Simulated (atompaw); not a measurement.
What one change does to a pseudopotential (zinc (Zn), PAW (atompaw))

- Element: zinc
- Generator: atompaw 4.2.0.5
- Type: PAW
- Functional: PBE
- Relativity: scalar-relativistic
- Frozen core: [Ar]
- Valence charge: 12
- Reference configuration: 3d10 4s1.5 4p0.5
- Partial waves: 4s (bound): rc 2.65 bohr; 4s channel at 3.2 Ry: rc 2.40 bohr; 4p (bound): rc 2.65 bohr; 4p channel at 0.6 Ry: rc 2.65 bohr; 3d (bound): rc 1.65 bohr; 3d channel at 3.2 Ry: rc 1.65 bohr
- Local potential: bessel scheme, radius 2.45 bohr
- Core correction: smooth core density matched at 2.05 bohr
- Augmentation charge: gaussian compensation charge, radius 2.50 bohr; PAW radius 2.65 bohr; waves and projectors: custom polynom2 7 10 vanderbiltortho

All-electron outer shells of the reference configuration (PBE, scalar-relativistic, ld1.x):

| shell | level (eV) | outermost node (bohr) | outermost maximum (bohr) |
| --- | --- | --- | --- |
| 3s | -130.43 | 0.28 | 0.59 |
| 3p | -84.60 | 0.25 | 0.59 |
| 3d | -11.31 | – | 0.57 |
| 4s | -6.75 | 0.85 | 2.06 |
| 4p | -1.66 | 0.92 | 2.96 |

Change: wave 3d (bound): rc 1.65 bohr becomes 3d (bound): rc 2.44 bohr.

Cutoffs: the cutoffs (Ry, on a coarse ladder) from which the occupation-weighted sum of valence levels, in a spherical-Bessel basis at the reference potential, stays within 10 and 1 mRy of its value at 400 Ry; they do not see the model core or the augmentation charge, which bear on the density cutoff.

Task: What does the change do?

Result: The potential gets softer (90 Ry and 260 Ry → 21 Ry and 50 Ry); neither file shows a bound ghost.

```csv
quantity,base,changed
"cutoff, loose",90 Ry,21 Ry
"cutoff, tight",260 Ry,50 Ry
loose cutoff by channel (10 mRy a level),"s 6 Ry, p 6 Ry, d 21 Ry","s 6 Ry, p 6 Ry, d 15 Ry"
bound ghosts,none,none
s: phases at 2.66 bohr within 0.05 rad from the reference energy up to (Ry; the scan ends near 5),3.5,3.5
p: phases at 2.66 bohr within 0.05 rad from the reference energy up to (Ry; the scan ends near 5),3.9,3.9
d: phases at 2.66 bohr within 0.05 rad from the reference energy up to (Ry; the scan ends near 5),0.4,0.1
lowest overlap eigenvalue by channel,"s 0.79, p 0.90, d 0.96","s 0.79, p 0.90, d 1.00"
```

 The cutoffs see the waves, projectors and local potential, not the compensation charge or the core.
